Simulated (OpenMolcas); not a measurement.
# Au6+: moving or changing the point charges

Au6+ among 6 point charges of -1.7 e arranged as an octahedron (Oh), 2.2 Å from the ion.
```
   2.2000    0.0000    0.0000  -1.70
   0.0000    2.2000    0.0000  -1.70
  -2.2000    0.0000    0.0000  -1.70
   0.0000   -2.2000    0.0000  -1.70
   0.0000    0.0000    2.2000  -1.70
   0.0000    0.0000   -2.2000  -1.70
```

- Program: OpenMolcas
- Method: CASSCF
- Basis: ANO-RCC-VTZP [8s7p5d3f1g]
- Scalar Hamiltonian: DKH2, point nucleus
- Active space: 5 electrons in 5 orbitals (5d)
- State averaging: 2S+1 = 6 even, 1 root; 2S+1 = 4 even, 24 roots; 2S+1 = 2 even, 75 roots
- Spin-orbit coupling: state interaction with AMFI integrals over the reference wave functions

Runs around this geometry, states (labels of O, the rotations of Oh). Energies in cm-1 above the lowest state or level, χT in cm3 K/mol; 10Dq and B are least-squares fits to the states below 45000 cm-1, weighted by degeneracy, with a free offset, and given where the rms deviation is under 5 % of |10Dq| (or 100 cm-1) and under 700 cm-1.

| R (Å) | q (e) | Ground state | 10Dq | B (rms of fit) | First gap with spin-orbit (degeneracies) | χT at 300 K | First state of another spin |
| --- | --- | --- | --- | --- | --- | --- | --- |
| 2.2 | -0.85 | 6A1 | 1465 | 1032 (34) | 49.4 (2, 4) | 3.971 | 4T1 31681 |
| 2 | -1.7 | 6A1 | 4808 | 1032 (84) | 182.4 (2, 4) | 3.817 | 4T1 29565 |
| 2.2 | -1.7 | 6A1 | 3001 | 1033 (62) | 104.6 (2, 4) | 3.929 | 4T1 30878 |
| 2.33 | -1.7 | 6A1 | 2231 | 1032 (50) | 76.5 (2, 4) | 3.954 | 4T1 31322 |

Taking |10Dq| as R^-n, n = -ln(2231 / 4808) / ln(2.33 / 2) = 5.0 between the shortest and longest distance. The point-charge formula for a cubic d site gives n = 5.

Scaling the charges by -0.85 / -1.7 = 0.50 scales |10Dq| by 1465 / 3001 = 0.49; with fixed orbitals a first-order splitting would follow the charge.

Without dynamic correlation the repulsion within the d shell is too large (B by tens of per cent), so at a given field states of lower spin stand too high. Point charges give a weaker field than real ligands, and real ions of this kind are as a rule low spin; the high spin found here belongs to the model. This field is weak: 10Dq is about 1465 cm-1, while octahedral complexes of 5d ions of charge 3 and more, computed by the same method with explicit ligands, had a median near 35000 cm-1. Ground spin and moment need not be those of a real site (figures for R = 2.2, q = -0.85; the like holds for R = 2, q = -1.7, R = 2.2, q = -1.7, R = 2.33, q = -1.7). This is an electrostatic model: the charges have no orbitals. No measured value stands beside these numbers.
